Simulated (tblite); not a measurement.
Species: C5H5PSSi.
Atom-mapped SMILES: `[CH:1]#[C:2][c:3]1[p:4][cH:5][c:6]([SiH3:7])[s:8]1` (hydrogens: H9 on C1; H10 on C5; H11, H12, H13 on Si7)

Calculated harmonic vibrations of the isolated species, GFN2-xTB (tblite), most abundant isotopes, no scaling. This tight-binding method is rough: wavenumbers can miss measured ones by several per cent, in bad cases by 10 to 20. Modes of hydrogen on silicon can be 10 to 20 % off.

Harmonic wavenumbers (cm⁻¹): 51.2, 76.2, 104.1, 163.0, 175.5, 278.5, 337.5, 403.8, 413.4, 423.9, 428.8, 537.4, 560.4, 581.9, 622.5, 643.3, 666.9, 758.6, 776.6, 786.2, 787.4, 842.6, 947.9, 957.3, 1178.4, 1214.0, 1455.1, 2220.7, 2267.0, 2269.5, 2286.1, 3074.3, 3399.1.

A = 2731, B = 782.7, C = 612.6 MHz; mass 155.962 u (most abundant isotopes); point group Cs, symmetry number 1.

**Question.** Zero-point energy?

**Answer.** ½Σν̃ = 15845 cm⁻¹ = 189.54 kJ/mol.

**Question.** What is S at 298.15 K and 1 bar for an ideal gas of classical rigid rotors and harmonic oscillators?

**Answer.** Translation 171.83, rotation 125.04, vibration 115.15: S = 412.0 J/(mol K).

**Question.** And Cp and H(298.15 K) − H(0)?

**Answer.** Cp = 157.06 J/(mol K), of which vibrations give 123.81 (their classical limit is 33 R = 274.4); H(298.15 K) − H(0) = 28.44 kJ/mol without the zero-point energy, 18.53 from vibrations.

**Question.** Blend soft modes into free rotors: weight 1/[1 + (100 cm⁻¹/ν̃)⁴] for the oscillator and the rest for a rotor with moment μB/(μ + B), μ = h/(8π²ν), B = 10⁻⁴⁴ kg m². What vibrational entropy results?

**Answer.** 106.45 J/(mol K) in place of 115.15, which changes −T·S at 298.15 K by +2.59 kJ/mol.

**Question.** What must be added to the electronic energy to get the Gibbs energy at 298.15 K and 1 bar?

**Answer.** ZPE + [H(298.15 K) − H(0)] − T·S = 189.54 + 28.44 − 122.85 = 95.13 kJ/mol.

Hindered rotation and anharmonicity are outside this model.
